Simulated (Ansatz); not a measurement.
Sn₉H₁₆, a cluster cut from cubic tin. Charge 0, multiplicity 1. Geometry PBE-D4/def2-SVP; atoms count from 1.

Cartesian coordinates in Å:
```
Sn 1.032 1.842 2.523
Sn -0.684 -2.456 2.081
Sn -2.742 1.092 0.010
Sn 1.180 2.261 -2.082
Sn -0.535 -2.039 -2.527
Sn -1.302 0.284 2.293
Sn 2.647 1.633 0.232
Sn 0.793 -3.008 -0.246
Sn -1.154 0.697 -2.284
H 1.921 1.382 3.943
H 0.576 3.505 2.729
H 0.182 -2.985 3.491
H -2.165 -3.362 2.025
H -3.186 2.766 0.147
H -4.214 0.179 -0.119
H 0.727 3.936 -2.013
H 2.161 2.057 -3.500
H -2.013 -2.930 -2.728
H 0.422 -2.313 -3.950
H -2.281 0.528 3.714
H 4.022 2.687 0.373
H 3.250 0.012 0.104
H 1.059 -4.719 -0.392
H 2.348 -2.250 -0.128
H -2.042 1.198 -3.698
```

In the def2 sets Sn takes a core potential; there is no spin–orbit coupling. Single mean-field runs in def2-TZVP are fitted with def2-universal-jkfit.

Estimate the Mulliken populations from the PBE0/def2-TZVP orbitals of Ansatz.


```csv
atom,charge (e)
Sn1,0.06
Sn2,0.06
Sn3,0.06
Sn4,0.06
Sn5,0.06
Sn6,0.03
Sn7,0.07
Sn8,0.07
Sn9,0.03
H10,-0.03
H11,-0.03
H12,-0.03
H13,-0.03
H14,-0.03
H15,-0.03
H16,-0.03
H17,-0.03
H18,-0.03
H19,-0.03
H20,-0.03
H21,-0.03
H22,-0.04
H23,-0.03
H24,-0.04
H25,-0.03
```
Mulliken values depend strongly on the basis.

And the Mayer bond orders between heavy atoms (over 0.3)?

Sn1–Sn6 0.86 (2.82 Å); Sn1–Sn7 0.87 (2.81 Å); Sn2–Sn6 0.86 (2.82 Å); Sn2–Sn8 0.87 (2.81 Å); Sn3–Sn6 0.86 (2.82 Å); Sn3–Sn9 0.86 (2.82 Å); Sn4–Sn7 0.87 (2.81 Å); Sn4–Sn9 0.86 (2.82 Å); Sn5–Sn8 0.87 (2.81 Å); Sn5–Sn9 0.86 (2.82 Å).
